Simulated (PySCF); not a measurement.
## Fluorine: a sound run and one with changed settings

Sound run: F(2+) [He] 2s2 2p3, F(3+) [He] 2s2 2p2. Calculation: PySCF 2.14, in pcseg-2; no relativity, point nucleus. In the sound run the correlated levels freeze 1s2. The sound run starts from symmetry-adapted Hartree-Fock orbitals and uses a fine grid where one is needed.

A second run was set up differently.

```tsv
species	method	sound run (hartree)	changed run (hartree)	converged
F(2+)	MP2	-97.69167	-97.69626	yes
F(2+)	CCSD(T)	-97.70694	-97.71137	yes
F(3+)	MP2	-95.38289	-95.38712	yes
F(3+)	CCSD(T)	-95.40632	-95.41030	yes
```

Ionisation energy of F(2+):

| method | sound run (eV) | changed run (eV) |
| --- | --- | --- |
| UHF | 62.286 | 62.286 |
| MP2 | 62.825 | 62.835 |
| SCS-MP2 | 62.579 | 62.586 |
| CCSD | 62.602 | 62.615 |
| CCSD(T) | 62.603 | 62.615 |

(1) What was changed?
A. too few SCF iterations
B. a valence shell is frozen
C. all electrons correlated in a valence basis
D. level shift left on

Results:

(1) C. A valence basis has no tight correlating functions, so it recovers only part of the core correlation, and not evenly between atom and ion.
